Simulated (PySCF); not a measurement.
Computed shifts of a molecule C2H9NOSi, PBE/pcSseg-1 (PySCF), GIAO, gas phase, atoms alike by connectivity averaged where their shifts nearly agree, in ppm (number of nuclei): ¹³C: 14.7 (1), 11.2 (1). ²⁹Si: -9.0 (1). ¹⁵N: 32.4 (1). ¹H: 5.29 (1), 1.28 (3), 1.13 (1), 0.92 (1), 0.80 (1), 0.72 (1), 0.63 (1). References: ¹³C against TMS (σ = 182.0 ppm); ²⁹Si against TMS (σ = 335.4 ppm); ¹⁵N against NH3 (σ = 267.0 ppm); ¹⁷O against H2O (σ = 334.3 ppm); ¹H against TMS (σ = 31.49 ppm), references at their B3LYP-D3(BJ)/def2-TZVP geometries, non-relativistic. The structure is a stationary point at PBE0-D3(BJ)/def2-SVP. One conformer was computed; it need not be the lowest.

**Question.** Which structure fits?
A. CO[SiH2]CN
B. CC[Si@@H](N)O
C. C[Si](C)(N)O
D. CN(C)[SiH2]O

**Answer.** B, CC[Si@@H](N)O
